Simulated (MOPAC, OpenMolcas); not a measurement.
# A ladder of methods for CH4AlClO (SMILES C[O][AlH][Cl])

The species is CH4AlClO (8 atoms), meant as a singlet with charge 0. As SMILES, `C[O][AlH][Cl]`. The coordinates come from a PBE0-D4/def2-TZVP relaxation. This is one conformer, not always the lowest.

```xyz
8

C     0.1322    1.2506    0.2630
O     0.6453    0.0520   -0.2460
Al    0.1034   -1.5197   -0.4266
Cl   -1.8290   -2.0078    0.2244
H     0.1184    2.0124   -0.5225
H    -0.8865    1.1362    0.6500
H     0.7702    1.6126    1.0750
H     1.0380   -2.5933   -1.0729
```

Quantity: the dipole moment, in D. The values are calculated.

```
                              level             kind     program  value (D)   CPU time
                                AM1   semi-empirical       MOPAC       1.40  under 2 s
    HF/6-31G* (spherical functions)     Hartree–Fock  OpenMolcas       1.27      4.3 s
 SVWN5/6-31G* (spherical functions)              LDA  OpenMolcas       1.41       12 s
   PBE/6-31G* (spherical functions)              GGA  OpenMolcas       1.39       16 s
 M06-L/6-31G* (spherical functions)         meta-GGA  OpenMolcas       1.33       20 s
 B3LYP/6-31G* (spherical functions)    global hybrid  OpenMolcas       1.33       16 s
M06-2X/6-31G* (spherical functions)  hybrid meta-GGA  OpenMolcas       1.32       19 s
```

The values span 1.27 to 1.41 D. Magnitudes only. CPU times are rough (shared hosts, several kinds of processor): they show what a rung costs within a factor of a few.
